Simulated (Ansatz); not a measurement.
```yaml
crystal:
  periodic: [false, false, false]
  atoms:
    - {symbol: I, position_ang: [0.944516, 0.534188, 2.193890]}
    - {symbol: Al, position_ang: [0.013875, -0.015100, -0.005077]}
    - {symbol: I, position_ang: [-0.127456, -2.352394, -0.726435]}
    - {symbol: I, position_ang: [-0.775435, 1.772905, -1.482678]}
basis:
  gaussian: {orbitals: def2-SVP, final_grid: {core_spheres: 1, valence_spheres: 1, degree: 5}}
hamiltonian: {xc: {name: PBE}}
```

```sh
$ ansatz run in.yaml --threads 4 --pin off --events-out ev --progress --plain --max-ram 10444MiB
```

It prints (some lines left out):

```
Functional definition: PBE
1141 factors; their error is unknown
mean field evaluation 1: about -30897.0424 eV, gradient 1.1e1 eV
mean field evaluation 2: about -30896.8870 eV, gradient 1.4e1 eV
mean field evaluation 4: about -30897.4517 eV, gradient 1.1e0 eV
mean field evaluation 8: about -30953.9423 eV, gradient 9.6e-1 eV
mean field evaluation 16: about -30953.9778 eV, gradient 7.7e-2 eV
mean field evaluation 32: about -30953.9778 eV, gradient 1.6e-5 eV
mean field -30953.97780540 eV, -1137.5377029888 hartree, gradient 3.2e-5 eV, S^2 0.000000; 0 other end points of the search recorded, 0 dependent functions left out
reference -30953.97780622 eV, -1137.5377030187 hartree; 44, 44 occupied and 52, 52 virtual orbitals, 1141 factors
Total energy: -30953.97780622 eV, -1137.5377030187 hartree
```

In this input the integration grid is far too coarse. Self-consistency was reached. The result belongs to that input, not to the molecule as meant.
